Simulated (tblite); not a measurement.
Compound: C4HF2O2 (doublet state).
SMILES: `[O]c1oc(cc1F)F`

The geometry is computed with GFN2-xTB (gas phase). This method treats the open shell by occupation alone, without spin polarisation.

Take the most abundant isotopes and a rigid rotor. 

Give the principal moments of inertia and the rotational constants in cm⁻¹.

Ia = 130.84, Ib = 284.63, Ic = 415.47 u·Å²; 505379 MHz·u·Å²/I gives 3863, 1776 and 1216 MHz, that is A = 0.12885, B = 0.05923, C = 0.04058 cm⁻¹.

What kind of rotor is it?

An asymmetric top. Ray's parameter κ = (2B − A − C)/(A − C) = -0.577; −1 is the prolate and +1 the oblate limit.

Is it planar, by Δ = Ic − Ia − Ib?

Planar: Δ = Ic − Ia − Ib = 0.00 u·Å². For a rigid frame Δ = −2 Σ m c², so it vanishes when all atoms lie in the ab plane; here none is more than 0.01 Å from it.

Give the coordinates in the principal-axis frame, origin at the centre of mass.

The sense of each axis is arbitrary; atoms in the order of the calculation.
| atom | mass (u) | a (Å) | b (Å) | c (Å) |
| --- | --- | --- | --- | --- |
| O1 | 15.995 | -1.501 | -1.713 | 0.000 |
| C2 | 12.000 | -0.716 | -0.807 | 0.000 |
| O3 | 15.995 | 0.685 | -1.031 | 0.000 |
| C4 | 12.000 | 1.278 | 0.153 | -0.001 |
| F5 | 18.998 | 2.588 | 0.167 | 0.001 |
| C6 | 12.000 | 0.410 | 1.222 | -0.001 |
| C7 | 12.000 | -0.851 | 0.635 | 0.000 |
| F8 | 18.998 | -2.013 | 1.264 | 0.001 |
| H9 | 1.008 | 0.661 | 2.263 | -0.002 |

List the rotational levels J(Ka,Kc) to J = 4 (MHz).

Above 0(0,0):
J = 1: 1(0,1) 2992, 1(1,1) 5079, 1(1,0) 5638
J = 2: 2(0,2) 8878, 2(1,2) 10504, 2(1,1) 12181, 2(2,1) 18443, 2(2,0) 18541
J = 3: 3(0,3) 17480, 3(1,3) 18584, 3(1,2) 21928, 3(2,2) 27419, 3(2,1) 27890, 3(3,1) 39309, 3(3,0) 39320
J = 4: 4(0,4) 28608, 4(1,4) 29266, 4(1,3) 34783, 4(2,3) 39310, 4(2,2) 40621, 4(3,2) 51444, 4(3,1) 51520, 4(4,1) 67864, 4(4,0) 67865

Estimate the classical rotational partition function at 10 K, 100 K and 500 K.

Point group Cs, symmetry number σ = 1; q = (√π/σ)·√((kT/h)³/(ABC)), k/h = 20836.6 MHz/K: 1850 at 10 K, 58400 at 100 K, 653000 at 500 K.

For this open shell read J as N, the rotation without spin; fine and hyperfine splittings come on top. Its GFN2-xTB frequencies are all real (lowest 184 cm⁻¹). Constants of a rigid frame at the computed geometry: no zero-point averaging, no centrifugal distortion.
